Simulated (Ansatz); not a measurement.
Geometry optimisation, RKS PBE/STO-3G in Ansatz.

input.yaml

```yaml
crystal:
  periodic: [false, false, false]
  atoms:
    - { symbol: C, position_ang: [-0.7743, -1.8615, 0.3881] }
    - { symbol: C, position_ang: [0.2356, -0.8451, -0.1563] }
    - { symbol: C, position_ang: [1.3025, -0.6196, 0.8874] }
    - { symbol: C, position_ang: [-0.3295, 0.4882, -0.6753] }
    - { symbol: C, position_ang: [0.5987, 1.3324, -1.4686] }
    - { symbol: Al, position_ang: [-1.3293, 1.6314, 0.7285] }
    - { symbol: H, position_ang: [-1.5805, -1.9873, -0.3869] }
    - { symbol: H, position_ang: [-1.2622, -1.4061, 1.2914] }
    - { symbol: H, position_ang: [-0.3519, -2.7792, 0.6566] }
    - { symbol: H, position_ang: [0.7213, -1.3439, -1.0013] }
    - { symbol: H, position_ang: [1.7667, -1.5962, 1.2187] }
    - { symbol: H, position_ang: [0.9452, -0.1275, 1.828] }
    - { symbol: H, position_ang: [2.1075, 0.0295, 0.4781] }
    - { symbol: H, position_ang: [-1.238, 0.2163, -1.3672] }
    - { symbol: H, position_ang: [0.0632, 2.1548, -1.9584] }
    - { symbol: H, position_ang: [1.1145, 0.7677, -2.2102] }
    - { symbol: H, position_ang: [1.371, 1.8078, -0.7756] }
    - { symbol: H, position_ang: [-2.0906, 2.9731, 0.3085] }
    - { symbol: H, position_ang: [-1.3118, 1.1609, 2.271] }
basis:
  gaussian: { orbitals: STO-3G }
hamiltonian:
  xc: pbe
relax:
  f_tol: 0.015
  max_steps: 40
```

Command:

```bash
$ ansatz run input.yaml --threads 1 --pin off --max-ram 2048MiB --backend cpu --events-out ev --progress --plain --runs-dir out
```

Task: Where does it end, and by what steps?

Result: The run converged. Limits of this set-up: minimal basis. After 4 steps the energy has fallen by 0.872 eV; H18 moved furthest, 0.17 Å.

```json
{"step": "0", "energy less start (eV)": "0.0000", "largest force component (eV/Å)": "5.756", "accepted": "yes"}
{"step": "1", "energy less start (eV)": "-0.8145", "largest force component (eV/Å)": "0.893", "accepted": "yes"}
{"step": "2", "energy less start (eV)": "-0.8673", "largest force component (eV/Å)": "0.251", "accepted": "yes"}
{"step": "3", "energy less start (eV)": "-0.8717", "largest force component (eV/Å)": "0.066", "accepted": "yes"}
{"step": "4", "energy less start (eV)": "-0.8721", "largest force component (eV/Å)": "0.012", "accepted": "yes"}
```

```xyz
19
Properties=species:S:1:pos:R:3
C -0.838 -1.820 0.401
C 0.241 -0.834 -0.154
C 1.353 -0.601 0.919
C -0.427 0.505 -0.648
C 0.592 1.377 -1.456
Al -1.302 1.556 0.729
H -1.610 -2.025 -0.365
H -1.336 -1.394 1.293
H -0.377 -2.782 0.694
H 0.725 -1.330 -1.028
H 1.803 -1.563 1.226
H 0.931 -0.116 1.821
H 2.159 0.043 0.521
H -1.209 0.201 -1.379
H 0.086 2.244 -1.924
H 1.071 0.792 -2.268
H 1.405 1.772 -0.817
H -1.999 2.832 0.305
H -1.310 1.140 2.185
```

Run time: 27 s on 1 CPU thread of a shared host.
